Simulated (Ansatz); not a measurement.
Species: sum formula SiCl3F, net charge 0, singlet state. 
Geometry from a B3LYP-D3(BJ)/def2-TZVP (Ansatz, a program for electronic structure) optimisation:
SMILES: F[Si](Cl)(Cl)Cl
```xyz
5

Si    -0.0053    -0.0172     0.2458
F     -0.0394    -0.1275     1.8223
Cl     1.7954    -0.6816    -0.4000
Cl    -0.2722     1.9249    -0.2624
Cl    -1.4979    -1.1616    -0.5048
```

Quantity: vertical ionisation energy (to the doublet state of charge +1; each state is the SCF solution reached for its spin; the molecule has degenerate orbitals, so one determinant may break the symmetry; for the doublet the Hartree-Fock reference is unstable and T1 is 0.014), in eV. Cores are frozen in the correlated levels unless marked. Open shells are spin-unrestricted. No spin-orbit coupling. Non-relativistic.  The program attaches cautions to a run behind CCSD/aug-cc-pV(T+d)Z: other roots. The program attaches cautions to a run behind CCSD(T)/aug-cc-pV(D+d)Z: other roots. The program attaches cautions to a run behind CCSD(T)/aug-cc-pV(Q+d)Z: other roots.

```csv
level,program,vertical ionisation energy (eV)
PBE/def2-TZVPD,Ansatz,11.18
PBE0/def2-TZVPD,Ansatz,11.74
B2PLYP/def2-TZVPD,Ansatz,11.86
CCSD/aug-cc-pV(T+d)Z,Ansatz,12.36
CCSD(T)/aug-cc-pV(D+d)Z,Ansatz,12.03
CCSD(T)/aug-cc-pV(Q+d)Z,Ansatz,12.32
```
